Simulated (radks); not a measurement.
Isoelectronic series with 18 electrons, all held in the configuration [Ar], which need not be the ground one along the series. Calculated with a radial shooting solver on a logarithmic mesh with Libxc functionals: Dirac Kohn-Sham, LDA (Slater exchange, Perdew-Wang correlation), spin-unpolarised, spherical densities, point nucleus. Total energies (hartree) and mean radii <r> (bohr):

ion    E (hartree)   3p3/2   3p1/2   3s1/2    2p3/2
Ar      -527.81139   1.669   1.658   1.408   0.3782
V5+     -941.07251  0.9447  0.9382  0.9069   0.2753
Ni10+  -1480.70102  0.6753  0.6692  0.6703   0.2160
As15+  -2148.46359  0.5278  0.5214  0.5317   0.1775
Sr20+  -2946.86145  0.4336  0.4267  0.4400   0.1505
Tc25+  -3879.03673  0.3680  0.3606  0.3746   0.1306
Cd30+  -4948.81725  0.3195  0.3115  0.3255   0.1152
I35+   -6160.80563  0.2822  0.2735  0.2870   0.1030
Ce40+   -7520.5040  0.2525  0.2431  0.2561  0.09310
Eu45+   -9034.4800  0.2282  0.2181  0.2306  0.08485
Er50+  -10710.5872  0.2081  0.1972  0.2091  0.07789
Ta55+  -12558.2601  0.1911  0.1794  0.1907  0.07193
Pt60+  -14588.9160  0.1765  0.1639  0.1747  0.06677
